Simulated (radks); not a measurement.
Values are calculated unless marked as measured or tabulated.
Q: The mean radii <r> (bohr) of the occupied orbitals of an atom or ion are listed with their occupations. Level of theory: non-relativistic Kohn-Sham, Slater X-alpha with alpha = 0.891, spin-unpolarised, spherical densities, point nucleus (a radial shooting solver on a logarithmic mesh with Libxc functionals).

| orbital | occ. | <r> |
|---|---|---|
| 1s | 2 | 0.2281 |
| 2s | 2 | 1.217 |
| 2p | 2 | 1.219 |

Name the element and its charge.

A: Z = 7, nitrogen, charge +1: N+ in [He] 2s2 2p2. The 1s radius gives Z: for a bare nucleus <r> = 1.5/Z, 0.2143 bohr for Z = 7, and screening makes it slightly larger (0.2281 here). The occupations add up to 6, and the charge is Z minus that.
